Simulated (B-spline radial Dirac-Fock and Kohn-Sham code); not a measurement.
# Magnetic form factor of the 3d shell of Ga⁸⁺

System: Ga⁸⁺ in the configuration [Ar] 3d5.

The computed values come from a radial B-spline solver: relativistic Hartree-Fock (Dirac-Fock) wave functions, averaged over the configuration. ⟨j_K⟩ is the integral of the 3d radial density with the spherical Bessel function j_K(4πsr), s = sin θ/λ.

```
s (Å⁻¹)     ⟨j0⟩    ⟨j2⟩    ⟨j4⟩
      0   1.0000  0.0000  0.0000
   0.07   0.9832  0.0067  0.0000
   0.08   0.9781  0.0087  0.0000
    0.1   0.9660  0.0135  0.0001
   0.12   0.9515  0.0192  0.0002
   0.15   0.9253  0.0293  0.0004
   0.19   0.8832  0.0453  0.0010
   0.23   0.8342  0.0634  0.0021
   0.28   0.7654  0.0878  0.0042
   0.35   0.6609  0.1224  0.0092
   0.42   0.5538  0.1539  0.0166
   0.52   0.4093  0.1884  0.0307
   0.64   0.2634  0.2094  0.0511
   0.79   0.1326  0.2072  0.0755
   0.97   0.0417  0.1782  0.0958
   1.19  -0.0063  0.1308  0.1035
   1.47  -0.0204  0.0788  0.0939
```

Radial moments of the shell: ⟨r²⟩ = 0.4704, ⟨r⁴⟩ = 0.4170, ⟨r⁶⟩ = 0.6065 in powers of bohr.
